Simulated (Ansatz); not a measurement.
Two isomers of C4H8Ge: A = `C=[C]1[CH2][GeH]1[CH3]`, B = `C#CC[CH2][GeH3]`.

Isolated molecules relaxed with PBE0-D4/def2-TZVP in Ansatz; ΔE leaves out vibrations. CBS: MP2 limit from def2 TZ/QZ plus the TZ coupled-cluster correction, frozen cores. DFT in def2-TZVPP. For Ge outer-core shells are correlated without core-valence functions, which leaves a few kJ/mol of doubt a bond. Scalar relativity is left out up to krypton. One conformer a species, not always the lowest.

A:

```xyz
13

C     0.168   -0.623   -2.264
C    -0.027    0.036   -1.138
C    -1.132    0.822   -0.501
Ge    0.493    0.650    0.594
C     0.499   -0.575    2.102
H    -0.607   -0.680   -3.028
H     1.103   -1.130   -2.474
H    -1.362    1.792   -0.938
H    -2.024    0.271   -0.205
H     1.401    1.878    0.690
H     1.493   -0.999    2.246
H    -0.204   -1.384    1.901
H     0.199   -0.058    3.014
```

B:

```xyz
13

C     0.760   -3.054   -0.468
C     0.775   -1.878   -0.223
C     0.757   -0.454    0.066
C    -0.635    0.162   -0.097
Ge   -0.666    2.085    0.287
H     0.755   -4.096   -0.683
H     1.123   -0.295    1.086
H     1.472    0.050   -0.594
H    -1.344   -0.336    0.568
H    -0.995    0.006   -1.116
H    -2.086    2.645    0.104
H     0.293    2.825   -0.664
H    -0.208    2.339    1.735
```

Which is lower in electronic energy at CCSD(T)/CBS, and by how much? (Best estimate.)

The calculation gave: A, by 1.6 kcal/mol.

Give E(B) − E(A) in kcal/mol with B2PLYP, ωB97M-V, CCSD(T)/def2-TZVPP, HF/def2-TZVPP, PBE0-D4, CCSD/def2-TZVPP, r2SCAN-D4. (Best estimate.)

Ansatz gave: B2PLYP 0.2, ωB97M-V 1.5, CCSD(T)/def2-TZVPP 1.0, HF/def2-TZVPP -7.6, PBE0-D4 5.3, CCSD/def2-TZVPP -0.3, r2SCAN-D4 4.7. The order is the other way round with HF/def2-TZVPP, CCSD/def2-TZVPP.

Largest T1 diagnostic: 0.011.

In def2-TZVPP, CCSD(T) changes the Hartree–Fock value by +8.6 kcal/mol (the triples alone add +1.3 kcal/mol) and MP2 by +8.8 kcal/mol. From PBE to PBE0 (25 % exact exchange), in def2-TZVPP and without D4, E(B) − E(A) moves by −1.1 kcal/mol.
